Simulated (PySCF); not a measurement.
Compound: Mo(CH2SiH3)4, C4H20MoSi4 (triplet state).
Bonds: Mo1–C2, Mo1–C9, Mo1–C16, Mo1–C23, C2–Si3, C9–Si10, C16–Si17, C23–Si24. Hydrogens: H4, H5 on C2; H6, H7, H8 on Si3; H11, H12 on C9; H13, H14, H15 on Si10; H18, H19 on C16; H20, H21, H22 on Si17; H25, H26 on C23; H27, H28, H29 on Si24.

The calculation used PBE0-D3(BJ)/def2-SVP geometry optimisation, gas phase, def2 core potentials past Kr in PySCF 2.14.0.

(1) List the bond lengths, angles and torsions at this level.

## Answers

(1) 
```tsv
bond	length (Å)
Mo1–C2 and 3 like bonds	2.085
C2–Si3 and 3 like bonds	1.880
C2–H4 and 7 like bonds	1.109
Si3–H6 and 11 like bonds	1.497
```

Bonds in one row agree within 0.01 Å and their mean is given. A selection of angles:
```tsv
angle	degrees
C2–Mo1–C9	109.0
Mo1–C2–Si3	114.2
Mo1–C9–Si10	114.5
```

Torsions: C9–Mo1–C2–Si3 -178° (antiperiplanar); C2–Mo1–C9–Si10 -66° (synclinal); C2–Mo1–C16–Si17 175° (antiperiplanar); C2–Mo1–C23–Si24 -53° (synclinal). The mirror-image conformer, all signs reversed, is as good.

All 4 C–Mo bonds measure 2.084 to 2.086 Å. Si3 (silicon bonded to C and 3 H) is tetrahedral (angles from 107.9° to 112.3°). Mo1 (molybdenum bonded to 4 C) is tetrahedral (angles from 109.0° to 109.9°). All 4 C–Si bonds measure 1.880 Å.

Stationary, but not proved a minimum. ⟨S²⟩ = 2.019 (exact for a triplet: 2.00).
